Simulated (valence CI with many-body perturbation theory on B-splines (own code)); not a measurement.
The numbers below are computed, except where a source is named.
# From CI to CI+MBPT in Te²⁰⁺

Level of theory: configuration interaction combined with many-body perturbation theory (CI+MBPT): four valence electrons over a frozen Dirac-Fock core [Ar] 3d10, a basis of 11 s, 11 p, 9 d, 7 f, 5 g, 2 h, 1 i functions for each j, with the one-electron correlation potential Σ1, the two-electron term Σ2, the three-electron term Σ3, Breit, model QED; selected CI, second order for the rest (own B-spline code, finite nucleus).

No measured spectrum was set against this ion. As an estimate, levels hold to about 250 cm⁻¹ or 0.2 % of their energy and the worst to 1 %, as in measured heavy ions of charge 2 to 7; those with d or f electrons hold less well.

Each rung adds one term. CI alone is the Dirac-Coulomb CI over the frozen core; QED comes last and gives the full result, which names the levels. Energies are above (4s^2 4p1/2^2) J=0 on the same rung, in cm⁻¹.

Levels are named by their leading jj configuration (3d3/2^4 stands for four electrons in 3d with j = 3/2), which in mixed levels can hold well under half, so a name can repeat and another be missing. Letters in brackets count levels of one name in rising energy.

| Level | CI alone | Σ1 | Σ2 | Σ3 | Breit | QED | Full |
| --- | --- | --- | --- | --- | --- | --- | --- |
| (4s^2 4p1/2 4p3/2) J=1 | 88320 | +783 | +617 | +59 | -1440 | +193 | 88532 |
| (4s^2 4p1/2 4p3/2) J=2 | 106939 | +817 | +300 | +18 | -1547 | +213 | 106739 |
| (4s^2 4p3/2^2) J=2 | 209683 | +1612 | +725 | +33 | -2965 | +396 | 209483 |
| (4s^2 4p3/2^2) J=0 | 255106 | +1638 | -134 | -107 | -2865 | +361 | 254000 |
| (4s 4p1/2^2 4p3/2) J=2 | 441642 | +1000 | +3301 | +232 | -450 | -1786 | 443939 |
| (4s 4p1/2^2 4p3/2) J=1 | 513403 | +1011 | +435 | +107 | -418 | -1731 | 512807 |
| (4s 4p1/2 4p3/2^2) J=2 [a] | 539702 | +1471 | +2470 | +192 | -1373 | -1610 | 540852 |
| (4s 4p1/2 4p3/2^2) J=3 | 569181 | +1624 | +2161 | +180 | -1768 | -1570 | 569809 |
| (4s 4p1/2 4p3/2^2) J=0 | 609088 | +1667 | +903 | +53 | -1553 | -1604 | 608554 |
| (4s 4p1/2 4p3/2^2) J=1 [a] | 622362 | +1758 | +259 | +75 | -1765 | -1565 | 621123 |
| (4s 4p1/2 4p3/2^2) J=2 [b] | 628745 | +1654 | +16 | +130 | -1898 | -1421 | 627226 |
| (4s 4p1/2 4p3/2^2) J=1 [b] | 678548 | +1627 | -6824 | -50 | -1332 | -1682 | 670288 |
| (4s 4p3/2^3) J=2 | 705512 | +2045 | +984 | +151 | -3006 | -1107 | 704579 |
| (4s^2 4p1/2 4d3/2) J=2 | 741241 | +1028 | -1085 | +140 | -2616 | -286 | 738423 |
| (4s^2 4p1/2 4d5/2) J=3 | 779035 | +1099 | -610 | +162 | -3391 | +37 | 776333 |
| (4s 4p3/2^3) J=1 | 790127 | +2299 | -5332 | -38 | -2884 | -1316 | 782855 |
| (4s^2 4p1/2 4d5/2) J=2 | 806448 | +1083 | -5100 | +30 | -3001 | -131 | 799328 |
| (4s^2 4p1/2 4d3/2) J=1 | 815551 | +993 | -6413 | -45 | -2535 | -206 | 807345 |
| (4s^2 4p3/2 4d5/2) J=4 | 856023 | +1785 | +704 | +219 | -4763 | +205 | 854174 |

The middle columns are the shifts that each term adds.

(1) How does the ionisation energy move along the ladder, and which term matters most?

## Answers

(1) CI alone 599.78, + Σ1 601.16, + Σ2 601.12, + Σ3 601.02, + Breit 600.55, + QED 600.58 eV. The largest step is Σ1, 1.38 eV. NIST lists 599 ± 4 eV (theoretical).
